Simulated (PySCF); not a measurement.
B(I)2(OMe) (CH3BI2O), SMILES COB(I)I. Atoms are numbered in the order given.

```xyz
8

B     -0.6504     0.0120     0.0000
I      0.2113     1.9764     0.0000
I      0.6279    -1.7321     0.0000
O     -1.9762    -0.0810     0.0000
C     -2.7550    -1.2734     0.0000
H     -2.5383    -1.8740     0.8964
H     -3.8101    -0.9719     0.0000
H     -2.5383    -1.8740    -0.8964
```

The structure is a stationary point at r2SCAN-D4/def2-SVP. The def2 effective core potentials stand for the cores of I; spin–orbit coupling is left out. One conformer was computed; it need not be the lowest.

All values below come from PBE/def2-TZVP (PySCF).

Symmetry labels are those of the subgroup Cs that the program uses (full group Cs).

Q: List the valence orbital energies around the gap with their symmetry. (The exact figures need the calculation; the answer reports its results.)

A: 
```tsv
orbital	symmetry	energy (eV)
HOMO−7	A'	-10.42
HOMO−6	A'	-9.20
HOMO−5	A"	-8.75
HOMO−4	A'	-7.69
HOMO−3	A"	-7.01
HOMO−2	A'	-6.89
HOMO−1	A"	-6.54
HOMO	A'	-6.20
LUMO	A"	-1.91
LUMO+1	A'	-1.30
LUMO+2	A'	0.12
LUMO+3	A'	0.25
```
